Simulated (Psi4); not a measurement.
CH₃S, doublet, geometry from GFN2-xTB. Base run: MP2/cc-pVDZ in Psi4.

The Psi4 input:
```
memory 2 GB

molecule mol {
0 2
  C     0.081337    1.122037   -0.125507
  S    -0.072916   -0.562038    0.133098
  H     0.801812   -0.957823   -0.794812
  H    -0.532767    1.739243    0.497872
  H     0.409589    1.478970   -1.079581
}

set basis cc-pvdz
set reference uhf
set freeze_core true

energy('mp2')
print_variables()
```

Variants of this job, named by their change:

```json
[
 {"change": "base", "basis functions": "47", "E (Eh)": "-437.35327", "MP2 correlation (Eh)": "-0.25567"},
 {"change": "basis = STO-3G", "basis functions": "17", "E (Eh)": "-432.32013", "MP2 correlation (Eh)": "-0.06224"},
 {"change": "basis = 3-21G", "basis functions": "28", "E (Eh)": "-435.01898", "MP2 correlation (Eh)": "-0.13043"},
 {"change": "basis = 6-31G", "basis functions": "28", "E (Eh)": "-437.13918", "MP2 correlation (Eh)": "-0.12696"},
 {"change": "basis = def2-SV(P)", "basis functions": "38", "E (Eh)": "-437.15674", "MP2 correlation (Eh)": "-0.23077"},
 {"change": "basis = 6-31+G*", "basis functions": "48", "E (Eh)": "-437.30543", "MP2 correlation (Eh)": "-0.23184"},
 {"change": "basis = def2-SVPD", "basis functions": "71", "E (Eh)": "-437.21542", "MP2 correlation (Eh)": "-0.26881"},
 {"change": "basis = aug-pcseg-1", "basis functions": "77", "E (Eh)": "-437.31999", "MP2 correlation (Eh)": "-0.26330"},
 {"change": "basis = aug-cc-pVDZ", "basis functions": "77", "E (Eh)": "-437.37294", "MP2 correlation (Eh)": "-0.27021"},
 {"change": "basis = 6-311+G(2d,p)", "basis functions": "80", "E (Eh)": "-437.40047", "MP2 correlation (Eh)": "-0.28354"},
 {"change": "basis = pcseg-2", "basis functions": "106", "E (Eh)": "-437.44077", "MP2 correlation (Eh)": "-0.31852"},
 {"change": "basis = def2-QZVPP", "basis functions": "217", "E (Eh)": "-437.49273", "MP2 correlation (Eh)": "-0.35382"},
 {"change": "basis = def2-QZVP", "basis functions": "217", "E (Eh)": "-437.49273", "MP2 correlation (Eh)": "-0.35382"}
]
```

Totals compare only among sets that treat the same electrons; sets with core potentials leave the core out.

Open shells are given as the SCF converged; they aren't shown to be the lowest states, and a large step between rows can be another state.
